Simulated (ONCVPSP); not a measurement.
**strontium: ONCV pseudisation with PBE, fully relativistic reference atom.**

The input file (ONCVPSP 4.0.1):

```
# ATOM AND REFERENCE CONFIGURATION
# atsym  z   nc   nv     iexc    psfile
  Sr 38.00    6    3        4      upf
#
#   n    l    f
    1    0    2.00
    2    0    2.00
    2    1    6.00
    3    0    2.00
    3    1    6.00
    3    2   10.00
    4    0    2.00
    4    1    6.00
    5    0    1.00
#
# PSEUDOPOTENTIAL AND OPTIMIZATION
# lmax
    2
#
#   l,   rc,      ep,       ncon, nbas, qcut
    0    2.45    0.00    3    7    6.20
    1    2.45    0.00    3    8    6.40
    2    2.65    0.19    4    7    4.00
#
# LOCAL POTENTIAL
# lloc, lpopt,  rc(5),   dvloc0
    4    5    1.70    0.00
#
# VANDERBILT-KLEINMAN-BYLANDER PROJECTORs
# l, nproj, debl
    0    2    3.10
    1    1    2.20
    2    3    2.50
#
# MODEL CORE CHARGE
# icmod, fcfact, rcfact
    0    0.00    0.00
#
# LOG DERIVATIVE ANALYSIS
# epsh1, epsh2, depsh
   -3.00    5.00    0.02
#
# OUTPUT GRID
# rlmax, drl
    6.00    0.01
#
# TEST CONFIGURATIONS
# ncnf
    4
# nvcnf
#   n    l    f
    3
    4    0    2.00
    4    1    6.00
    5    0    2.00
#
    3
    4    0    2.00
    4    1    6.00
    5    0    0.00
#
    3
    4    0    2.00
    4    1    6.00
    5    0    1.50
#
    4
    4    0    2.00
    4    1    6.00
    5    0    0.00
    4    2    1.00
#
```

Command:

```bash
oncvpspr.x < Sr.dat > Sr.out
```

Resulting log (shortened: citation, most of the input echo, consistency checks and plot data are left out):

```
ONCVPSP  (Optimized Norm-Conservinng Vanderbilt PSeudopotential)
relativistic version 4.0.1

#   n    l    f        energy (Ha)
    1    0    2.00    -5.8568901D+02
    2    0    2.00    -7.9496973D+01
    2    1    6.00    -6.9851986D+01    -7.2365952D+01
    3    0    2.00    -1.2495497D+01
    3    1    6.00    -9.5207103D+00    -9.9061217D+00
    3    2   10.00    -4.9101796D+00    -4.9774391D+00
    4    0    2.00    -1.7350953D+00
    4    1    6.00    -1.0558757D+00    -1.0987667D+00
    5    0    1.00    -3.0675463D-01

Reference configufation results
  iterations    23
  all-electron total energy (Ha)   -3.17958132D+03

Begin loop to  construct optimized pseudo wave functions
and semi-local pseudopoentials for all angular momenta

Calculating optimized projector #   1

 for l=   0

    Fraction of norm inside rc  0.974180
    Optimizing pswf for qcut=   6.20 a_B^-1,  ecut=  19.25 Ha
    Residual kinetic energy error=  1.50D-08 Ha

    Energy error per electron        Cutoff
         Ha          eV             Ha
         0.01000     0.27211        6.67
         0.00100     0.02721       10.32
         0.00010     0.00272       12.97
         0.00001     0.00027       15.05

Calculating optimized projector #   2

 for l=   0

    Fraction of norm inside rc  0.108422
    Optimizing pswf for qcut=   6.20 a_B^-1,  ecut=  19.25 Ha
    Residual kinetic energy error=  1.30D-08 Ha

    Energy error per electron        Cutoff
         Ha          eV             Ha
         0.01000     0.27211        2.78
         0.00100     0.02721        9.11
         0.00010     0.00272       12.40
         0.00001     0.00027       14.75

Calculating optimized projector #   1

 for l=   1

    Fraction of norm inside rc  0.920025
    Optimizing pswf for qcut=   6.39 a_B^-1,  ecut=  20.43 Ha
    Residual kinetic energy error=  3.68D-09 Ha

    Energy error per electron        Cutoff
         Ha          eV             Ha
         0.01000     0.27211        5.84
         0.00100     0.02721        7.78
         0.00010     0.00272        9.29
         0.00001     0.00027       10.98

Calculating optimized projector #   1

 for l=   1

    Fraction of norm inside rc  0.928893
    Optimizing pswf for qcut=   6.39 a_B^-1,  ecut=  20.43 Ha
    Residual kinetic energy error=  2.81D-09 Ha

    Energy error per electron        Cutoff
         Ha          eV             Ha
         0.01000     0.27211        6.23
         0.00100     0.02721        8.24
         0.00010     0.00272       10.06
         0.00001     0.00027       11.36

WARNING wellstate: moderately localized bound state found for n= 4 l=  2
WARNING scattering state with energy  0.05000000
WARNING will be used for the first projector

   Wellstate for l =  2  n =  5 kap= -3
     eigenvalue =   0.0500
     asymptotic potential =   0.5500
     half-point radius =  8.2427

   Wellstate for l =  2  n =  7 kap= -3
     eigenvalue =   2.5500
     asymptotic potential =   3.0500
     half-point radius =  4.6656

   Wellstate for l =  2  n =  8 kap= -3
     eigenvalue =   5.0500
     asymptotic potential =   5.5500
     half-point radius =  4.2205

Calculating optimized projector #   1

 for l=   2

    Fraction of norm inside rc  0.182394
    Optimizing pswf for qcut=   4.01 a_B^-1,  ecut=   8.02 Ha
    Residual kinetic energy error=  5.04D-04 Ha

    Energy error per electron        Cutoff
         Ha          eV             Ha
         0.01000     0.27211        5.37
         0.00100     0.02721        7.42
         0.00010     0.00272       18.43
         0.00001     0.00027       25.01

Calculating optimized projector #   2

 for l=   2

    Fraction of norm inside rc  0.184728
    Optimizing pswf for qcut=   4.01 a_B^-1,  ecut=   8.02 Ha
    Residual kinetic energy error=  2.38D-02 Ha

    Energy error per electron        Cutoff
         Ha          eV             Ha
         0.01000     0.27211        9.30
         0.00100     0.02721       26.07
         0.00010     0.00272       32.88
         0.00001     0.00027       37.57

Calculating optimized projector #   3

 for l=   2

    Fraction of norm inside rc  0.143916
    Optimizing pswf for qcut=   4.01 a_B^-1,  ecut=   8.02 Ha
    Residual kinetic energy error=  3.48D-01 Ha

    Energy error per electron        Cutoff
         Ha          eV             Ha
         0.01000     0.27211       11.36
         0.00100     0.02721       19.64
         0.00010     0.00272       29.83
         0.00001     0.00027       35.91

   Wellstate for l =  2  n =  4 kap=  2
     eigenvalue =   0.1900

   Wellstate for l =  2  n =  7 kap=  2
     eigenvalue =   2.2548

   Wellstate for l =  2  n =  8 kap=  2
     eigenvalue =   5.0474

Calculating optimized projector #   1

 for l=   2

    Fraction of norm inside rc  0.576192
    Optimizing pswf for qcut=   4.01 a_B^-1,  ecut=   8.02 Ha
    Residual kinetic energy error=  7.64D-04 Ha

    Energy error per electron        Cutoff
         Ha          eV             Ha
         0.01000     0.27211        5.80
         0.00100     0.02721        7.78
         0.00010     0.00272       20.41
         0.00001     0.00027       25.48

Calculating optimized projector #   2

 for l=   2

    Fraction of norm inside rc  0.185389
    Optimizing pswf for qcut=   4.01 a_B^-1,  ecut=   8.02 Ha
    Residual kinetic energy error=  2.50D-02 Ha

    Energy error per electron        Cutoff
         Ha          eV             Ha
         0.01000     0.27211        9.43
         0.00100     0.02721       26.64
         0.00010     0.00272       32.83
         0.00001     0.00027       38.58

Calculating optimized projector #   3

 for l=   2

    Fraction of norm inside rc  0.144833
    Optimizing pswf for qcut=   4.01 a_B^-1,  ecut=   8.02 Ha
    Residual kinetic energy error=  3.56D-01 Ha

    Energy error per electron        Cutoff
         Ha          eV             Ha
         0.01000     0.27211       11.41
         0.00100     0.02721       19.95
         0.00010     0.00272       30.27
         0.00001     0.00027       36.47

Construct Vanderbilt / Kleinmman-Bylander projectors

B matrix Hermiticity error, ll=  0  kap= -1
   1   2    8.9121D-05

  Orthonormal projector coefficients  4.5856E+00  6.7570E-01

B matrix Hermiticity error, ll=  2  kap= -3
   1   2   -5.6165D-05
   1   3    8.3451D-05
   2   3    1.2918D-04

  Orthonormal projector coefficients -1.9515E+00  1.3816E+00 -1.0527E+00

B matrix Hermiticity error, ll=  2  kap=  2
   1   2    7.0716D-05
   1   3   -1.1609D-04
   2   3    1.2961D-04

  Orthonormal projector coefficients -1.9453E+00  1.3725E+00 -1.1084E+00

 Orthonormal scalar projector coefficients, l =  1
  1.3644E+00  2.9859E-04

 Orthonormal spin-orbit projector coefficients, l =  1
  6.6343E-02 -1.2281E-02

 Orthonormal scalar projector coefficients, l =  2
 -1.9451E+00  1.3773E+00 -1.0768E+00 -1.5075E-03  9.9957E-05 -8.4151E-05

 Orthonormal spin-orbit projector coefficients, l =  2
 -6.8801E-02  6.4411E-02  1.9624E-02  1.4180E-02 -3.2400E-03 -2.7127E-03

Pseudoatom total energy  -30.773698

Diagnostic tests using Vanderbilt-Kleinman-Bylander pseudopotentials
  relativistic with J = L +/- 1/2 projectors

   l  kap   rcore       rmatch      e in        delta e    norm test   slope test

   0  -1   2.4574760   2.5320903  -1.7350953   0.0000001   1.0000919   1.0000830
   0  -1   2.4574760   2.5320903  -0.3067546   0.0000013   1.0000193   1.0000090

   1  -2   2.4574760   2.5320903  -1.0558757  -0.0000008   0.9999973   1.0000001
   1   1   2.4574760   2.5320903  -1.0987667  -0.0000004   0.9999994   0.9999975

   2  -3   2.6562139   2.7368623   0.0500000  -0.0000001   1.0000330   1.0000330
   2   2   2.6562139   2.7368623  -0.2451528   0.0000004   1.0000090   1.0000090
   2  -3   2.6562139   2.7368623   2.5500000   0.0000127   1.0001647   1.0001647
   2   2   2.6562139   2.7368623   2.5473533   0.0000125   1.0001626   1.0001626
   2  -3   2.6562139   2.7368623   5.0500000   0.0001043   1.0001653   1.0001653
   2   2   2.6562139   2.7368623   5.0469242   0.0001055   1.0001555   1.0001555

Diagnostic tests using Vanderbilt-Kleinman-Bylander pseudopotentials
  relativistic with scalar and spin-orbit non-local projectors

   l  kap   rcore       rmatch      e in        delta e    norm test   slope test

   0  -1   2.4574760   2.5320903  -1.7350953   0.0000001   1.0000919   1.0000830
   0  -1   2.4574760   2.5320903  -0.3067546   0.0000013   1.0000193   1.0000090

   1  -2   2.4574760   2.5320903  -1.0558757  -0.0000875   1.0000632   0.9999896
   1   1   2.4574760   2.5320903  -1.0987667  -0.0000882   1.0000645   0.9999904

   2  -3   2.6562139   2.7368623   0.0500000   0.0000092   1.0000110   1.0000110
   2   2   2.6562139   2.7368623  -0.2451528   0.0000027   1.0000032   1.0000032
   2  -3   2.6562139   2.7368623   2.5500000  -0.0000071   1.0001803   1.0001803
   2   2   2.6562139   2.7368623   2.5473533  -0.0000086   1.0001779   1.0001779
   2  -3   2.6562139   2.7368623   5.0500000   0.0001619   1.0001490   1.0001490
   2   2   2.6562139   2.7368623   5.0469242   0.0001634   1.0001398   1.0001398

Ghost test for J = L + 1/2

 Testing for bound ghosts
   n   l    E NL Schr. Eq   E Basis Diag.   E Cutoff

   1   0       -1.735095       -1.735095     31.61
   2   0       -0.306753       -0.296001     31.61

   2   1       -1.055877       -1.055875     37.09

   3   2       -0.248820       -0.246898     48.76

 Testing for highly-localized positive-energy ghosts
       l    <radius>/rc     E Basis Diag.   E Cutoff

Ghost test for J = L - 1/2

 Testing for bound ghosts
   n   l    E NL Schr. Eq   E Basis Diag.   E Cutoff

   1   0       -1.735095       -1.735095     31.61
   2   0       -0.306753       -0.296001     31.61

   2   1       -1.098767       -1.098766     37.09

   3   2       -0.250988       -0.249152     48.76

 Testing for highly-localized positive-energy ghosts
       l    <radius>/rc     E Basis Diag.   E Cutoff

Test configuration 0

   n   l kap    f        eae           eps        diff
   1   0  -1  2.0000 -585.68900558
   2   0  -1  2.0000  -79.49697255
   2   1  -2  4.0000  -69.85198558
   2   1   1  2.0000  -72.36595213
   3   0  -1  2.0000  -12.49549687
   3   1  -2  4.0000   -9.52071030
   3   1   1  2.0000   -9.90612167
   3   2  -3  6.0000   -4.91017957
   3   2   2  4.0000   -4.97743912
   4   0  -1  2.0000   -1.73509531   -1.73509518    1.27E-07
   4   1  -2  4.0000   -1.05587573   -1.05587657   -8.38E-07
   4   1   1  2.0000   -1.09876671   -1.09876709   -3.83E-07
   5   0  -1  1.0000   -0.30675463   -0.30675329    1.34E-06

    Total energies and differences
      AE_ref= -3.17958132E+03  AE_tst= -3.17958132E+03  dif=  0.00E+00
      PS_ref= -3.07736976E+01  PS_tst= -3.07736976E+01  dif=  7.11E-15
      PSP excitation error= -7.11E-15

Test configuration 1

   n   l kap    f        eae           eps        diff
   1   0  -1  2.0000 -585.45255364
   2   0  -1  2.0000  -79.26101801
   2   1  -2  4.0000  -69.61600641
   2   1   1  2.0000  -72.12996421
   3   0  -1  2.0000  -12.26000101
   3   1  -2  4.0000   -9.28525075
   3   1   1  2.0000   -9.67063986
   3   2  -3  6.0000   -4.67476412
   3   2   2  4.0000   -4.74201551
   4   0  -1  2.0000   -1.50245171   -1.50234339    1.08E-04
   4   1  -2  4.0000   -0.82477088   -0.82479364   -2.28E-05
   4   1   1  2.0000   -0.86740353   -0.86741553   -1.20E-05
   5   0  -1  2.0000   -0.12957290   -0.12957061    2.28E-06

    Total energies and differences
      AE_ref= -3.17958132E+03  AE_tst= -3.17979759E+03  dif= -2.16E-01
      PS_ref= -3.07736976E+01  PS_tst= -3.09899678E+01  dif= -2.16E-01
      PSP excitation error= -2.21E-06

Test configuration 2

   n   l kap    f        eae           eps        diff
   1   0  -1  2.0000 -585.97195857
   2   0  -1  2.0000  -79.77898863
   2   1  -2  4.0000  -70.13404212
   2   1   1  2.0000  -72.64802455
   3   0  -1  2.0000  -12.77664744
   3   1  -2  4.0000   -9.80178976
   3   1   1  2.0000  -10.18724402
   3   2  -3  6.0000   -5.19117725
   3   2   2  4.0000   -5.25845232
   4   0  -1  2.0000   -2.01040903   -2.01056719   -1.58E-04
   4   1  -2  4.0000   -1.32769552   -1.32763835    5.72E-05
   4   1   1  2.0000   -1.37114901   -1.37111234    3.67E-05
   5   0  -1  0.0000   -0.49955548   -0.49955548    0.00E+00

    Total energies and differences
      AE_ref= -3.17958132E+03  AE_tst= -3.17917688E+03  dif=  4.04E-01
      PS_ref= -3.07736976E+01  PS_tst= -3.03692570E+01  dif=  4.04E-01
      PSP excitation error= -1.18E-07

Test configuration 3

   n   l kap    f        eae           eps        diff
   1   0  -1  2.0000 -585.56444241
   2   0  -1  2.0000  -79.37271295
   2   1  -2  4.0000  -69.72771105
   2   1   1  2.0000  -72.24167227
   3   0  -1  2.0000  -12.37151749
   3   1  -2  4.0000   -9.39675311
   3   1   1  2.0000   -9.78215088
   3   2  -3  6.0000   -4.78624911
   3   2   2  4.0000   -4.85350368
   4   0  -1  2.0000   -1.61286880   -1.61280428    6.45E-05
   4   1  -2  4.0000   -0.93460476   -0.93461898   -1.42E-05
   4   1   1  2.0000   -0.97733665   -0.97734411   -7.46E-06
   5   0  -1  1.5000   -0.21534004   -0.21533744    2.60E-06

    Total energies and differences
      AE_ref= -3.17958132E+03  AE_tst= -3.17971163E+03  dif= -1.30E-01
      PS_ref= -3.07736976E+01  PS_tst= -3.09040098E+01  dif= -1.30E-01
      PSP excitation error= -1.14E-06

Test configuration 4

   n   l kap    f        eae           eps        diff
   1   0  -1  2.0000 -585.61684325
   2   0  -1  2.0000  -79.41827635
   2   1  -2  4.0000  -69.77376961
   2   1   1  2.0000  -72.28784998
   3   0  -1  2.0000  -12.41775910
   3   1  -2  4.0000   -9.44291562
   3   1   1  2.0000   -9.82832758
   3   2  -3  6.0000   -4.83184849
   3   2   2  4.0000   -4.89910750
   4   0  -1  2.0000   -1.65958871   -1.66240472   -2.82E-03
   4   1  -2  4.0000   -0.98580060   -0.98721803   -1.42E-03
   4   1   1  2.0000   -1.02786900   -1.02943089   -1.56E-03
   5   0  -1  0.0000   -0.27631655   -0.49955548   -2.23E-01
   4   2  -3  0.6000   -0.20379053   -0.20421702   -4.26E-04
   4   2   2  0.4000   -0.20583277   -0.20598181   -1.49E-04

    Total energies and differences
      AE_ref= -3.17958132E+03  AE_tst= -3.17951647E+03  dif=  6.48E-02
      PS_ref= -3.07736976E+01  PS_tst= -3.07091174E+01  dif=  6.46E-02
      PSP excitation error=  2.67E-04
```

The run took about 4.8 s on one core of a shared server CPU.
